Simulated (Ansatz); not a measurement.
```yaml
crystal:
  periodic: [false, false, false]
  atoms:
    - {symbol: C, position_ang: [-2.916139, -1.879392, 0.598734]}
    - {symbol: O, position_ang: [-1.802250, -1.060687, 0.574641]}
    - {symbol: Zr, position_ang: [-0.185500, -0.202940, -0.089129]}
    - {symbol: N, position_ang: [-0.503343, 1.812066, -0.301874]}
    - {symbol: C, position_ang: [-0.320903, 2.854156, -1.269678]}
    - {symbol: C, position_ang: [-1.175318, 2.305242, 0.882123]}
    - {symbol: N, position_ang: [1.099365, -0.276321, 1.519872]}
    - {symbol: C, position_ang: [2.134799, 0.675806, 1.814513]}
    - {symbol: C, position_ang: [1.248891, -1.492039, 2.274279]}
    - {symbol: C, position_ang: [-0.031116, -0.252573, -2.653081]}
    - {symbol: C, position_ang: [1.284141, -0.084908, -2.158350]}
    - {symbol: C, position_ang: [1.643381, -1.257672, -1.465605]}
    - {symbol: C, position_ang: [0.543067, -2.141410, -1.512643]}
    - {symbol: C, position_ang: [-0.485337, -1.522644, -2.259227]}
    - {symbol: H, position_ang: [-2.909947, -2.594970, -0.235196]}
    - {symbol: H, position_ang: [-2.955915, -2.453944, 1.532575]}
    - {symbol: H, position_ang: [-3.838666, -1.289813, 0.528631]}
    - {symbol: H, position_ang: [0.196202, 2.483822, -2.155214]}
    - {symbol: H, position_ang: [-1.281040, 3.284673, -1.596010]}
    - {symbol: H, position_ang: [0.274893, 3.684986, -0.860100]}
    - {symbol: H, position_ang: [-1.322291, 1.507044, 1.620623]}
    - {symbol: H, position_ang: [-0.592080, 3.094173, 1.380707]}
    - {symbol: H, position_ang: [-2.168332, 2.718730, 0.650152]}
    - {symbol: H, position_ang: [3.140071, 0.291146, 1.571263]}
    - {symbol: H, position_ang: [1.983839, 1.596896, 1.245976]}
    - {symbol: H, position_ang: [2.147058, 0.941077, 2.883465]}
    - {symbol: H, position_ang: [1.209717, -1.303542, 3.358493]}
    - {symbol: H, position_ang: [0.444571, -2.198098, 2.043235]}
    - {symbol: H, position_ang: [2.207436, -1.999293, 2.070616]}
    - {symbol: H, position_ang: [-0.594642, 0.473737, -3.219706]}
    - {symbol: H, position_ang: [1.906723, 0.788527, -2.287354]}
    - {symbol: H, position_ang: [2.583066, -1.439353, -0.965555]}
    - {symbol: H, position_ang: [0.495652, -3.121063, -1.057922]}
    - {symbol: H, position_ang: [-1.460052, -1.941447, -2.463252]}
basis:
  gaussian: {orbitals: def2-TZVP}
total_charge: 3
magnetization: {spin_polarized: true, initial_magnetization: 1}
hamiltonian: {xc: {name: revPBE}}
output: {forces: true}
```

```sh
$ ansatz run in.yaml --threads 11 --pin off --events-out ev --progress --plain --max-ram 120832MiB --backend cuda --devices 0, --max-vram 75GiB
```

Shortened log:

```
Functional definition: revPBE
3462 factors; their error is unknown
mean field evaluation 1: about -16908.2543 eV, gradient 1.2e2 eV
mean field evaluation 2: about -16474.0344 eV, gradient 3.0e2 eV
mean field evaluation 4: about -16912.5924 eV, gradient 1.1e2 eV
mean field evaluation 8: about -16971.2292 eV, gradient 2.5e1 eV
mean field evaluation 16: about -16975.5981 eV, gradient 5.2e-1 eV
mean field evaluation 32: about -16975.5216 eV, gradient 3.0e-5 eV
mean field -16975.54719167 eV, -623.8398528548 hartree, gradient 1.4e-6 eV, S^2 1.428972; 12 other end points of the search recorded, 0 dependent functions left out
reference -16975.54728014 eV, -623.8398561059 hartree; 56, 55 occupied and 507, 508 virtual orbitals, 3462 factors
Total energy: -16975.54728014 eV, -623.8398561059 hartree
Atom 0 at    -2.916139    -1.879392     0.598734 Å, force    -1.243749    -0.275171     0.708088 eV/Å
Atom 1 at    -1.802250    -1.060687     0.574641 Å, force     1.167811     0.433355    -1.139220 eV/Å
Atom 2 at    -0.185500    -0.202940    -0.089129 Å, force    -1.607405    -1.483367    -0.056578 eV/Å
Atom 3 at    -0.503343     1.812066    -0.301874 Å, force    -1.014198     2.770726    -0.363841 eV/Å
Atom 4 at    -0.320903     2.854156    -1.269678 Å, force     0.779935    -0.309828    -0.783111 eV/Å
Atom 5 at    -1.175318     2.305242     0.882123 Å, force    -0.033370    -0.505755     0.647000 eV/Å
Atom 6 at     1.099365    -0.276321     1.519872 Å, force     2.528580    -0.834900     1.198683 eV/Å
Atom 7 at     2.134799     0.675806     1.814513 Å, force    -0.295405     1.015390    -0.263009 eV/Å
Atom 8 at     1.248891    -1.492039     2.274279 Å, force    -0.979150    -0.666097     0.057325 eV/Å
Atom 9 at    -0.031116    -0.252573    -2.653081 Å, force     0.531405     1.595503    -0.266770 eV/Å
Atom 10 at     1.284141    -0.084908    -2.158350 Å, force    -0.710352     1.435897    -1.369041 eV/Å
Atom 11 at     1.643381    -1.257672    -1.465605 Å, force     0.325327    -1.709452     1.086250 eV/Å
Atom 12 at     0.543067    -2.141410    -1.512643 Å, force     0.711580    -0.755291     0.781798 eV/Å
Atom 13 at    -0.485337    -1.522644    -2.259227 Å, force    -0.740592    -0.834437    -0.143171 eV/Å
Atom 14 at    -2.909947    -2.594970    -0.235196 Å, force     0.106170    -0.246192    -0.244901 eV/Å
Atom 15 at    -2.955915    -2.453944     1.532575 Å, force     0.123735    -0.233708     0.212227 eV/Å
Atom 16 at    -3.838666    -1.289813     0.528631 Å, force    -0.166032     0.202109    -0.122703 eV/Å
Atom 17 at     0.196202     2.483822    -2.155214 Å, force     0.039901     0.009805    -0.163866 eV/Å
Atom 18 at    -1.281040     3.284673    -1.596010 Å, force    -0.325559     0.185638     0.114899 eV/Å
Atom 19 at     0.274893     3.684986    -0.860100 Å, force    -0.058705     0.316056     0.225451 eV/Å
Atom 20 at    -1.322291     1.507044     1.620623 Å, force    -0.126042    -0.198769     0.263618 eV/Å
Atom 21 at    -0.592080     3.094173     1.380707 Å, force     0.084842     0.310083    -0.022766 eV/Å
Atom 22 at    -2.168332     2.718730     0.650152 Å, force    -0.187585     0.191824    -0.147894 eV/Å
Atom 23 at     3.140071     0.291146     1.571263 Å, force     0.170167    -0.260937     0.107764 eV/Å
Atom 24 at     1.983839     1.596896     1.245976 Å, force     0.091466     0.251121    -0.115498 eV/Å
Atom 25 at     2.147058     0.941077     2.883465 Å, force     0.080987    -0.083703     0.307915 eV/Å
Atom 26 at     1.209717    -1.303542     3.358493 Å, force     0.182208     0.127704     0.301542 eV/Å
Atom 27 at     0.444571    -2.198098     2.043235 Å, force    -0.113475    -0.163801    -0.013754 eV/Å
Atom 28 at     2.207436    -1.999293     2.070616 Å, force     0.341958     0.125523     0.062903 eV/Å
Atom 29 at    -0.594642     0.473737    -3.219706 Å, force    -0.145567     0.155032    -0.340191 eV/Å
Atom 30 at     1.906723     0.788527    -2.287354 Å, force     0.294704     0.248518    -0.200009 eV/Å
Atom 31 at     2.583066    -1.439353    -0.965555 Å, force     0.437137    -0.194412    -0.068463 eV/Å
Atom 32 at     0.495652    -3.121063    -1.057922 Å, force     0.032676    -0.391799     0.019417 eV/Å
Atom 33 at    -1.460052    -1.941447    -2.463252 Å, force    -0.283403    -0.226664    -0.270097 eV/Å
Dipole moment:     0.238341     0.438248     0.415012 e Å
```

In this input the charge is far from anything that the molecule holds. The calculation finished and met its thresholds. The result belongs to that input, not to the molecule as meant.
